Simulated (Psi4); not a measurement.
thallium atom (Tl), doublet (core potentials on Tl); HF/def2-QZVPP (Psi4 1.11).

Here is a job for Psi4.
```
memory 2 GB

molecule {
0 2
  Tl    0.00000000    0.00000000    0.00000000
}

set basis def2-qzvpp
set reference uhf

energy('scf')
print_variables()
```

The log (banner, timings and long lists left out):

```
   => Loading Basis Set <=

    Name: DEF2-QZVPP
    Role: ORBITAL
    Keyword: BASIS

    !!!  WARNING: ECP capability is in beta. Please check occupations closely.  !!!

         ---------------------------------------------------------
                                   SCF
               by Justin Turney, Rob Parrish, Andy Simmonett
                          and Daniel G. A. Smith
                              UHF Reference
         ---------------------------------------------------------

  ==> Geometry <==

    Molecular point group: d2h
    Geometry (in Angstrom), charge = 0, multiplicity = 2:

       Center              X                  Y                   Z               Mass
    ------------   -----------------  -----------------  -----------------  -----------------
         TL           0.000000000000     0.000000000000     0.000000000000   204.974427800000

  Running in d2h symmetry.

  Rotational constants: A = ************  B = ************  C = ************ [cm^-1]
  Rotational constants: A = ************  B = ************  C = ************ [MHz]
  Nuclear repulsion =    0.000000000000000

  Charge       = 0
  Multiplicity = 2
  Electrons    = 21
  Nalpha       = 11
  Nbeta        = 10

  ==> Algorithm <==

  SCF Algorithm Type is DF.
  DIIS enabled.
  MOM disabled.
  Fractional occupation disabled.
  Guess Type is CORE.
  Energy threshold   = 1.00e-06
  Density threshold  = 1.00e-06
  Integral threshold = 1.00e-12

  ==> Primary Basis <==

  Basis Set: DEF2-QZVPP
    Blend: DEF2-QZVPP
    Number of shells: 22
    Number of basis functions: 82
    Number of Cartesian functions: 104
    Spherical Harmonics?: true
    Max angular momentum: 4

  Core potential: DEF2-QZVPP
    Number of shells: 4
    Number of ECP primitives: 26
    Number of ECP core electrons: 60
    Max angular momentum: 3

   => Loading Basis Set <=

    Name: (DEF2-QZVPP AUX)
    Role: JKFIT
    Keyword: DF_BASIS_SCF

  ==> Integral Setup <==

  SCF_SUBTYPE=INCORE selected. In-core MEM_DF algorithm will be used.
  Using in-core AOs.

  ==> MemDFJK: Density-Fitted J/K Matrices <==

    J tasked:                   Yes
    K tasked:                   Yes
    wK tasked:                   No
    Algorithm:                 Core
    Schwarz Cutoff:           1E-12
    Mask sparsity (%):       0.0000
    Fitting Condition:        1E-10

   => Auxiliary Basis Set <=

  Basis Set: (DEF2-QZVPP AUX)
    Blend: DEF2-UNIVERSAL-JKFIT
    Number of shells: 53
    Number of basis functions: 251
    Number of Cartesian functions: 361
    Spherical Harmonics?: true
    Max angular momentum: 6

  Minimum eigenvalue in the overlap matrix is 1.5043754704E-03.
  Reciprocal condition number of the overlap matrix is 3.3593573226E-04.
    Using symmetric orthogonalization.

  ==> Pre-Iterations <==

  SCF Guess: Core (One-Electron) Hamiltonian.

   -------------------------------------------------------
    Irrep   Nso     Nmo     Nalpha   Nbeta   Ndocc  Nsocc
   -------------------------------------------------------
     Ag        18      18       4       4       4       0
     B1g        6       6       1       1       1       0
     B2g        6       6       1       1       1       0
     B3g        6       6       1       1       1       0
     Au         4       4       0       0       0       0
     B1u       14      14       2       1       1       1
     B2u       14      14       1       1       1       0
     B3u       14      14       1       1       1       0
   -------------------------------------------------------
    Total      82      82      11      10      10       1
   -------------------------------------------------------

  ==> Iterations <==

                           Total Energy        Delta E     RMS |[F,P]|

    Occupation by irrep:
             Ag   B1g   B2g   B3g    Au   B1u   B2u   B3u
    DOCC [     3,    1,    0,    0,    0,    2,    2,    2 ]
    SOCC [     0,    0,    0,    1,    0,    0,    0,    0 ]
    NA   [     3,    1,    0,    1,    0,    2,    2,    2 ]
    NB   [     3,    1,    0,    0,    0,    2,    2,    2 ]

   @DF-UHF iter   1:  -159.09752108331776   -1.59098e+02   1.95717e-01 ADIIS
    Occupation by irrep:
             Ag   B1g   B2g   B3g    Au   B1u   B2u   B3u
    DOCC [     4,    1,    1,    1,    0,    1,    1,    1 ]
    SOCC [     0,    0,    0,    0,    0,    0,    1,    0 ]
    NA   [     4,    1,    1,    1,    0,    1,    2,    1 ]
    NB   [     4,    1,    1,    1,    0,    1,    1,    1 ]

   @DF-UHF iter   2:  -137.49325745280012    2.16043e+01   1.46350e-01 ADIIS
   @DF-UHF iter   3:  -171.44823664476553   -3.39550e+01   1.49966e-02 DIIS/ADIIS
   @DF-UHF iter   4:  -171.50770754256041   -5.94709e-02   4.59108e-03 DIIS/ADIIS
   @DF-UHF iter   5:  -171.51524659905499   -7.53906e-03   5.13696e-04 DIIS/ADIIS
   @DF-UHF iter   6:  -171.51548402098422   -2.37422e-04   2.24967e-04 DIIS/ADIIS
   @DF-UHF iter   7:  -171.51552700341864   -4.29824e-05   4.27732e-05 DIIS
   @DF-UHF iter   8:  -171.51553219375720   -5.19034e-06   9.26430e-06 DIIS
   @DF-UHF iter   9:  -171.51553255061418   -3.56857e-07   2.03337e-06 DIIS
   @DF-UHF iter  10:  -171.51553256713967   -1.65255e-08   3.50937e-07 DIIS
  Energy and wave function converged.

  ==> Post-Iterations <==

   @Spin Contamination Metric:   9.326681967E-03
   @S^2 Expected:                7.500000000E-01
   @S^2 Observed:                7.593266820E-01
   @S   Expected:                5.000000000E-01
   @S   Observed:                5.000000000E-01

    Orbital Energies [Eh]
    ---------------------

    Alpha Occupied:

[...]
    Alpha Virtual:

[...]
    Beta Occupied:

[...]
       4Ag    -0.422763

    Beta Virtual:

[...]
    Final Occupation by Irrep:
             Ag   B1g   B2g   B3g    Au   B1u   B2u   B3u
    DOCC [     4,    1,    1,    1,    0,    1,    1,    1 ]
    SOCC [     0,    0,    0,    0,    0,    0,    1,    0 ]
    NA   [     4,    1,    1,    1,    0,    1,    2,    1 ]
    NB   [     4,    1,    1,    1,    0,    1,    1,    1 ]

  @DF-UHF Final Energy:  -171.51553256713967

   => Energetics <=

    Nuclear Repulsion Energy =              0.0000000000000000
    One-Electron Energy =                -301.4429593225273720
    Two-Electron Energy =                 129.9274267553876996
    Total Energy =                       -171.5155325671396724

  UHF NO Occupations:
  HONO-2 :    1B1g 1.9998710
  HONO-1 :    4 Ag 1.9956109
  HONO-0 :    2B2u 1.0000000
  LUNO+0 :    5 Ag 0.0043891
  LUNO+1 :    2B1g 0.0001290
  LUNO+2 :    2B3g 0.0001290
  LUNO+3 :    6 Ag 0.0000170

Computation Completed

Properties will be evaluated at   0.000000,   0.000000,   0.000000 [a0]

Properties computed using the SCF density matrix

 Multipole Moments:

 ------------------------------------------------------------------------------------
     Multipole            Electronic (a.u.)      Nuclear  (a.u.)        Total (a.u.)
 ------------------------------------------------------------------------------------

 L = 1.  Multiply by 2.5417464519 to convert [e a0] to [Debye]
 Dipole X            :          0.0000000            0.0000000            0.0000000
 Dipole Y            :          0.0000000            0.0000000            0.0000000
 Dipole Z            :          0.0000000            0.0000000            0.0000000
 Magnitude           :                                                    0.0000000

 ------------------------------------------------------------------------------------

  Variable Map:
  ----------------------------------------------------------------------------
[...]
  Array Variable Map:
  ----------------------------------------------------------------------------
[...]
[...]
```
